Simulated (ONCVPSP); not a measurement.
**Gd (Z = 64): variants of one ONCV potential**

Base potential:

ONCVPSP 4.0.1 input, shortened (lines: element, Z, core and valence counts, functional; n l f; lmax; l rc ep ncon nbas qcut; lloc lpopt rc5 dvloc0; l nproj debl; icmod fcfact rcfact), PBE, scalar-relativistic:

```
  Gd 64.00    8    6        4      upf
    1    0    2.00
    2    0    2.00
    2    1    6.00
    3    0    2.00
    3    1    6.00
    3    2   10.00
    4    0    2.00
    4    1    6.00
    4    2   10.00
    4    3    7.00
    5    0    2.00
    5    1    6.00
    5    2    1.50
    6    0    1.50
    3
    0    2.05    0.00    5    8    6.10
    1    2.15    0.00    4    8    5.70
    2    1.15    0.00    4    9   12.00
    3    1.15    0.00    3    7   14.20
    4    3    0.90    0.00
    0    2    1.50
    1    2    1.30
    2    2    0.30
    3    2    3.80
    0    0.00    0.00
```

Cutoffs, loose and tight: the cutoffs (Ha) at which the residual kinetic energy of the hardest occupied pseudo-wave falls to 1 and 0.1 mHa per electron. They do not see the model core or the augmentation charge, which bear on the density cutoff. Test errors are all-electron minus pseudo excitation energies from the reference, over the configurations 4d10 4f7 5s2 5p6 5d1 6s2; 4d10 4f7 5s2 5p6 5d1 6s1; 4d10 4f7 5s2 5p6 5d1 6s0; 4d9 4f7 5s2 5p6 5d1 6s2. A dash means not determined; rows that change the core or the reference have their own tests.

A true bound ghost makes a file unfit for plane-wave use even where its test errors are small: the radial tests pick states by their node count and pass the ghost by.

```
      change    outcome  cutoff, loose  cutoff, tight  bound ghosts  GHOST(+) flags above zero  largest test error (meV)
        base  generated          87 Ha          96 Ha             s                          p                       -67
 d: qcut 8.2  generated         244 Ha         347 Ha             s                          p                      +329
d: qcut 11.5  generated          87 Ha         185 Ha             s                          p                       -31
d: qcut 14.2  generated          87 Ha          95 Ha             s                          p                      -184
d: qcut 16.2  generated          90 Ha         102 Ha             s                          p                      -250
d: qcut 17.5  generated          96 Ha         110 Ha             s                          p                      -283
```

What comes out with this change to the base: d: qcut 9.9?

outcome: generated; cutoff, loose: 210 Ha; cutoff, tight: 248 Ha; bound ghosts: s; GHOST(+) flags above zero: p; largest test error (meV): +116.

Reading the sweep of the qcut of the d channel (base included, trends over the rows without a ghost): Bound ghosts are found at 8.2, 9.9, 11.5, 12, 14.2, 16.2, 17.5 1/bohr. Every judged row has one, so this setting neither creates nor removes them.
